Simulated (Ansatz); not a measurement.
`C[SiH](F)N[SiH2]F` + H–F → `F[SiH2]N[SiH](F)F` + CH₄  (ligand exchange at the Si–C bond)

Gas-phase electronic energies from Ansatz, PBE0-D4/def2-TZVP geometries. CCSD(T)/CBS is the MP2 limit (def2-TZVPP, def2-QZVPP) plus CCSD(T) − MP2 in def2-TZVPP, frozen cores. This one scheme is used for every species. DFT in def2-TZVPP. One conformer a species, not always the lowest.

Is it downhill or uphill in electronic energy at CCSD(T)/CBS, and by how much? (An estimate is asked.)

Ansatz gave: Downhill: ΔE = -36.1 kcal/mol.

What do these levels give: r2SCAN-D4, r2SCAN0-D4, ωB97M-V, PBE-QIDH, PBE0, CAM-B3LYP, LC-ωPBE, HF/def2-SVP, HF/def2-QZVPP, SCS-MP2/def2-QZVPP, HF/CBS(def2), CCSD/CBS(def2)? (An estimate is asked.)

The calculation gave: r2SCAN-D4 -37.6, r2SCAN0-D4 -37.3, ωB97M-V -36.6, PBE-QIDH -36.1, PBE0 -35.4, CAM-B3LYP -39.2, LC-ωPBE -36.0, HF/def2-SVP -38.8, HF/def2-QZVPP -42.6, SCS-MP2/def2-QZVPP -37.6, HF/CBS(def2) -42.7, CCSD/CBS(def2) -36.8 kcal/mol.

What do rigid-rotor, harmonic-oscillator terms from PBE0-D4/def2-TZVP frequencies (298.15 K, 1 bar) make of the CCSD(T)/CBS value? (Best estimate.)

Computed: ΔZPE = +1.1 kcal/mol, ΔH = -35.4 kcal/mol, ΔS = -2 J/(mol·K), ΔG = -35.2 kcal/mol. Modes under 50 cm⁻¹ make the entropy rough.

Largest T1 diagnostic among the species: 0.012.

From BLYP to BHLYP (50 % exact exchange), in def2-TZVPP and without D4, ΔE moves by −1.3 kcal/mol. Leaving LDA and LC-ωPBE aside and taking each functional with its dispersion term where it has one, the values, not all of them listed here, spread over 5.5 kcal/mol, from BHLYP-D4 to revPBE-D4. LDA lies +0.8 kcal/mol from PBE without D4. In def2-TZVPP, CCSD(T) changes the Hartree–Fock value by +5.6 kcal/mol (the triples alone add +0.7 kcal/mol) and MP2 by +5.7 kcal/mol.
